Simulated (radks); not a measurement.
All-electron atom: the tungsten ion W7+ in [Kr] 4d9 4f14 5s2 5p6 (not the ground configuration).

All-electron calculation, scalar-relativistic Kohn-Sham, LDA (Slater exchange, Perdew-Wang correlation), spin-polarised, spherical densities, finite nucleus; open shells are filled with parallel spins first (spin-orbit coupling, left out, can overturn this in heavy ions); Fermi nuclear charge, rms radius 5.3658 fm. Program: a radial shooting solver on a logarithmic mesh with Libxc functionals.

Energy parts (Ry):
| part | energy |
|---|---|
| total | -32222.0408 |
| kinetic | 35486.6268 |
| electron-nucleus | -79150.6894 |
| Hartree | 12060.4969 |
| exchange-correlation | -618.4751 |

Orbitals (lengths in bohr, moments of r in powers of bohr; r(90%) holds 90 % of the orbital's charge):
orbital  occ.  eigenvalue (Ry)      <r^2>      <r>  r(90%)
1s up       1        -5110.071  0.0004637  0.01836  0.0334
1s down     1        -5110.069  0.0004637  0.01836  0.0334
2s up       1        -889.1195   0.007129  0.07762   0.120
2s down     1        -889.0676   0.007128  0.07762   0.120
2p up       3        -779.1769   0.005894  0.06945   0.113
2p down     3        -779.1333   0.005893  0.06945   0.113
3s up       1        -210.9230    0.04629   0.2012   0.295
3s down     1        -210.8907    0.04628   0.2012   0.295
3p up       3        -178.3508    0.04701   0.2014   0.301
3p down     3        -178.3166    0.04700   0.2014   0.301
3d up       5        -140.7947    0.03895   0.1823   0.283
3d down     5        -140.7493    0.03895   0.1823   0.283
4s up       1        -49.76923     0.2274   0.4488   0.644
4s down     1        -49.66817     0.2275   0.4489   0.644
4p up       3        -39.04382     0.2583   0.4766   0.692
4p down     3        -38.94567     0.2585   0.4768   0.693
4d up       5        -25.42956     0.2986   0.5079   0.760
4d down     4        -25.33534     0.2991   0.5083   0.761
4f up       7        -10.24420     0.4114   0.5793   0.945
4f down     7        -10.16732     0.4142   0.5809   0.949
5s up       1        -12.98654      1.170    1.023    1.46
5s down     1        -12.96517      1.172    1.024    1.46
5p up       3        -10.10663      1.492    1.154    1.65
5p down     3        -10.09178      1.496    1.155    1.65

The highest occupied level is 5p down at -137.31 eV. The electron density at the nucleus is 1.51e+06 e/bohr^3 (large components only).
